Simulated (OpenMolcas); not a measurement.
B²⁺: CASPT2 settings compared

```json
{
 "Program": "OpenMolcas 26.06",
 "Basis": "ANO-RCC-VQZP [5s4p3d2f1g]",
 "Scalar Hamiltonian": "DKH2, point nucleus",
 "Active space": "1 electron in 8 orbitals (2s 2p 3s 3p)",
 "State averaging": "2S+1 = 2 even, 1 root; 2S+1 = 2 odd, 3 roots",
 "Spin-orbit coupling": "state interaction with AMFI integrals over the reference wave functions, term energies averaged over their components"
}
```

Methods on the same reference wave functions:
A. CASSCF
B. SS-CASPT2, IPEA 0.15 Eh, sigma1 regulariser 0.4 Eh (closed shells correlated: 1s)
C. SS-CASPT2, IPEA 0.2 Eh, sigma1 regulariser 0.05 Eh (closed shells correlated: 1s)
D. SS-CASPT2, IPEA 0.2 Eh, imaginary shift 0.3 Eh (closed shells correlated: 1s)

Energies in cm-1 above 2s 2S 1/2, the measured ground level; measured values from Moore, Atomic Energy Levels, vol. I, NSRDS-NBS 35 (1971 reprint of NBS Circular 467, 1949).

```tsv
Level	A	B	C	D	Measured
2s 2S 1/2	0.0	0.0	0.0	0.0	0.0
2p 2P* 1/2	48887	48552	48553	48553	48358
2p 2P* 3/2	48917	48583	48583	48583	48393
```

Deviations, from unrounded energies. A percentage is the sum of absolute deviations over the sum of measured energies, with the sign that they share, or ± where signs differ.

| Against measurement | Levels | A | B | C | D |
| --- | --- | --- | --- | --- | --- |
| mean absolute deviation (cm-1) | 2 | 530 | 190 | 190 | 190 |
| other configurations (%) | 2 | +1.1 | +0.4 | +0.4 | +0.4 |

B, C, D lie about equally close to measurement and A furthest from it. The largest miss of B in the table is 2p 2P* 1/2, by +190 cm-1. The ranking rests on the paired levels alone, and a cruder setting can come out closer through cancelling errors.

Among B to D no level of the table moves by more than 5 cm-1.

The lowest spin-free term lies below A's lowest term by 0.036 hartree in B, 0.036 hartree in C, 0.036 hartree in D.

With one active electron outside closed inactive shells, the extra shells (3p 3s) add no correlation to the reference. With one active electron the reference holds no correlation, so core polarisation is missing (holds for A). With one active electron, CASPT2 adds the correlation within the correlated inactive shells and between them and that electron, and leaves the splitting within a term as the reference gives it (holds for B; C; D). Measured partners are found by configuration, term and J. A level has none where our copy of the source lacks it or the pairing is in doubt (some pairs that miss far off the trend of their configuration count as doubtful), and it then counts in no deviation. Only configurations of the active space appear.

* marks odd parity.
